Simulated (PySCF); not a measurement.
Gas-phase reaction: 2 CH3GeH3 + 3 C4H10 (isobutane) ⇌ 2 Ge(CH3)4 + 6 CH3

Computed with PySCF and rigid-rotor harmonic-oscillator thermochemistry at 1 bar. † marks an energy on the PBE0/def2-TZVP geometry and frequencies; other levels use their own. MP2 freezes the core. 6-31G* has spherical d functions here. Open shells (unrestricted): CH3 (multiplicity 2); the rest are closed-shell singlets. B3LYP is the form with VWN-RPA correlation. Ge: all electrons, no relativistic terms. MP2 isn't extrapolated to the basis-set limit; its ΔH°(298 K) is 1065.2 kJ in def2-SVP and 978.6 kJ in def2-TZVPP. The harmonic model lacks anharmonicity and excited electronic states, which grow with temperature; levels with a mode under 35 cm⁻¹ are left out. Internal rotation in CH3GeH3, C4H10 (isobutane), Ge(CH3)4 is treated as a harmonic vibration of one conformer, which makes the entropy rough.

```json
[
 {"level": "B3LYP/6-31G*", "ΔE electronic, kJ": "1082", "ΔH°(298 K), kJ": "1011", "ΔS°(298 K), J/K": "515", "ΔG°(2000 K), kJ": "-100"},
 {"level": "HF/def2-TZVP†", "ΔE electronic, kJ": "675", "ΔH°(298 K), kJ": "603", "ΔS°(298 K), J/K": "506", "ΔG°(2000 K), kJ": "-488"},
 {"level": "MP2/def2-SVP†", "ΔE electronic, kJ": "1137", "ΔH°(298 K), kJ": "1065", "ΔS°(298 K), J/K": "506", "ΔG°(2000 K), kJ": "-26"},
 {"level": "MP2/def2-TZVPP†", "ΔE electronic, kJ": "1051", "ΔH°(298 K), kJ": "979", "ΔS°(298 K), J/K": "506", "ΔG°(2000 K), kJ": "-112"},
 {"level": "PBE0/def2-SVP†", "ΔE electronic, kJ": "1118", "ΔH°(298 K), kJ": "1046", "ΔS°(298 K), J/K": "506", "ΔG°(2000 K), kJ": "-45"},
 {"level": "ωB97M-V/def2-TZVP†", "ΔE electronic, kJ": "1069", "ΔH°(298 K), kJ": "997", "ΔS°(298 K), J/K": "506", "ΔG°(2000 K), kJ": "-93"}
]
```
ΔH° is lowest at HF/def2-TZVP† and highest at MP2/def2-SVP†. No reference value is set beside these.
